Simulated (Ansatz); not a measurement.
Program: Ansatz. Geometries: PBE0-D4/def2-TZVP. ΔE: electronic, gas phase. CCSD(T)/CBS is the MP2 limit (def2-TZVPP, def2-QZVPP) plus CCSD(T) − MP2 in def2-TZVPP, frozen cores. This one scheme is used for every species. Functionals use def2-TZVPP. One conformer a species, not always the lowest.

Consider the substitution at a C–Si bond: `C[C@H](F)[Si@H](F)Cl` + HCl → `CC(F)Cl` + `F[SiH2]Cl`.

| level | ΔE (kcal/mol) |
| --- | --- |
| PBE0-D4 | 7.1 |
| ωB97X-V | 6.8 |
| HF/def2-TZVPP | 4.6 |
| SCS-MP2/def2-QZVPP | 6.2 |

(1) What does CCSD(T)/CBS give? (Estimate.)

Largest T1 diagnostic among the species: 0.011.

Answers

(1) Ansatz gave: +7.3 kcal/mol. The listed levels differ from it by -0.2, -0.5, -2.7, -1.1 kcal/mol.

The D4 term adds +1.7 kcal/mol with B3LYP and +1.0 kcal/mol with PBE0; it sums over pairs of atoms, weighted by their polarisabilities, and B3LYP, whose exchange is more repulsive, gets the larger term. In def2-TZVPP, CCSD(T) changes the Hartree–Fock value by +2.7 kcal/mol (the triples alone add −0.1 kcal/mol) and MP2 by +2.2 kcal/mol.

B3LYP here is the variant with VWN-RPA as its local correlation; programs differ in this.
